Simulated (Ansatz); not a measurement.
Two isomers of C3H9NSi: A = `C=C[SiH2]NC`, B = `C/C=C/[SiH2]N`.

Calculated with Ansatz (gas phase, PBE0-D4/def2-TZVP geometries, no zero-point term in ΔE). CBS: MP2 limit from def2 TZ/QZ plus the TZ coupled-cluster correction, frozen cores. DFT in def2-TZVPP. One conformer a species, not always the lowest.

**Question.** Which is lower in electronic energy at CCSD(T)/CBS, and by how much? (Estimate.)

**Answer.** Computed: B, by 13.9 kcal/mol.

**Question.** Give E(B) − E(A) in kcal/mol with BLYP-D4, CCSD/def2-TZVPP, CCSD(T)/def2-TZVPP, PBE-D4, MP2/def2-TZVPP, PBE0-D4, ωB97M-V. (An estimate is asked.)

**Answer.** Ansatz gave: BLYP-D4 -12.6, CCSD/def2-TZVPP -13.4, CCSD(T)/def2-TZVPP -13.4, PBE-D4 -13.7, MP2/def2-TZVPP -14.5, PBE0-D4 -13.9, ωB97M-V -13.6. None reverses the order clearly.

**Question.** Does the order hold for the free energy at 298.15 K (harmonic terms from PBE0-D4)? (Estimate.)

**Answer.** Ansatz gave: Yes: G(B) − G(A) = -14.0 kcal/mol, for one conformer each.

Largest T1 diagnostic: 0.011.

Leaving LDA and LC-ωPBE aside and taking each functional with its dispersion term where it has one, the values, not all of them listed here, spread over 2.0 kcal/mol, from B97M-V to BLYP-D4. At CCSD(T), def2-SVP lies +2.9 kcal/mol from the extrapolated value and def2-TZVPP +0.5 kcal/mol.
